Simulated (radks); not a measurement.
Ga, 31 electrons, occupied as [Ar] 3d10 4s2 4p(up 0.75, down 0.25) (fractional occupations, a model configuration). Calculated with a radial shooting solver on a logarithmic mesh with Libxc functionals: non-relativistic Kohn-Sham, r2SCAN, spin-polarised, spherical densities, point nucleus; meta-GGA in the generalised Kohn-Sham scheme.

Normalised radial functions P(r) = r R(r), r in bohr:

```
   r/bohr * 3p down (the largest magnitude, 1.3, reaches the edge; | marks zero)
 0.002855                             *
 0.003778                             *
 0.004998                             *
 0.006666                             *
 0.008821                             *
  0.01167                             |*
  0.01544                             |*
   0.0206                             | *
  0.02725                             |  *
  0.03606                             |    *
  0.04809                             |      *
  0.06363                             |         *
  0.08419                             |            *
   0.1123                             |             *
   0.1486                             |            *
   0.1966                             |      *
   0.2601                          *  |
   0.3469              *              |
    0.459    *                        |
   0.6073  *                          |
     0.81       *                     |
    1.072                *            |
    1.418                       *     |
    1.891                           * |
    2.503                             *
    3.311                             *
    4.381                             *
    5.843                             *
    7.732                             *
    10.23                             *
```

3p down: eigenvalue -100.70 eV, 1 radial node at r = 0.242 bohr, <r> = 0.683 bohr, 90 % of the charge inside 1.05 bohr.
